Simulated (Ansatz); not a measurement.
A nudged elastic band was laid between two geometries of GaH$_{3}$ (4 atoms, charge 0, multiplicity 1).

Theory: RKS CAM-B3LYP-D4/def2-SVP in Ansatz 0.2.0.

```json
{
 "movable images": "7",
 "climbing image": "yes",
 "spring": "5.0 eV/Å²",
 "optimiser": "quadratic models (default)",
 "start path": "through a guess of the saddle point",
 "force threshold": "0.05 eV/Å",
 "iteration limit": "60",
 "end points": "relaxed"
}
```

Initial state:

```xyz
4
Properties=species:S:1:pos:R:3
Ga 0.394 0.000 0.228
H 0.395 0.000 1.792
H 1.750 0.000 -0.554
H -0.961 0.000 -0.555
```

Final state:

```xyz
4
Properties=species:S:1:pos:R:3
Ga -0.700 -0.002 -0.906
H 2.485 0.001 2.009
H 2.025 0.001 1.398
H -2.231 0.001 -1.590
```

(1) Which bonds break or form, and what moves?

(2) What energy profile does the band end with?

(3) What is the geometry of the highest image?

The band took 17 iterations and about 100 core-seconds.

## Answers

(1) Bonds broken: Ga1–H2, Ga1–H3. Bonds formed: H2–H3. GaH3 becomes GaH + H2.

(2) It converged. The highest image is number 2 of 0 to 8, 255.3 kJ/mol above the first end and 161.6 kJ/mol above the last; the last end lies 93.7 kJ/mol above the first. A structure lower than the last end lies on the path between it and the top, so the climb from that side starts below the end, which may itself be a saddle point or a shallow side well. Neighbouring images differ by up to 1.7 eV, so the band resolves the path poorly. A vibrational analysis at the climbing image gives one clearly imaginary mode, 1295i cm⁻¹: a first-order saddle point. The orbitals stay closed-shell, which can raise the energy where a bond breaks towards radicals; this wasn't checked here.

| image | path coordinate (Å) | energy (kJ/mol) | Ga1–H2 (Å) | Ga1–H3 (Å) | H2–H3 (Å) |
| --- | --- | --- | --- | --- | --- |
| 0 | 0.00 | 0.0 | 1.56 | 1.56 | 2.71 |
| 1 | 0.70 | 93.0 | 1.57 | 1.51 | 2.09 |
| 2 | 1.40 | 255.3 | 1.81 | 1.56 | 1.43 |
| 3 | 2.09 | 100.0 | 2.23 | 2.06 | 0.80 |
| 4 | 2.77 | 88.7 | 2.89 | 2.94 | 0.77 |
| 5 | 3.46 | 91.8 | 3.45 | 3.20 | 0.76 |
| 6 | 4.14 | 93.4 | 3.91 | 3.43 | 0.76 |
| 7 | 4.83 | 93.9 | 4.20 | 3.54 | 0.76 |
| 8 | 5.51 | 93.7 | 4.32 | 3.57 | 0.76 |

(3) 
```xyz
4
Properties=species:S:1:pos:R:3:forces:R:3
Ga 0.382 0.000 -0.516 0.00 0.00 0.00
H 0.626 0.000 1.273 0.00 0.00 0.00
H 1.696 0.000 0.318 0.00 0.00 0.00
H -1.125 0.000 -0.163 0.00 0.00 0.00
```

Time of the run: 99 s on 1 thread of Arm Neoverse V2, on a shared host, peak memory 0.096 GiB.
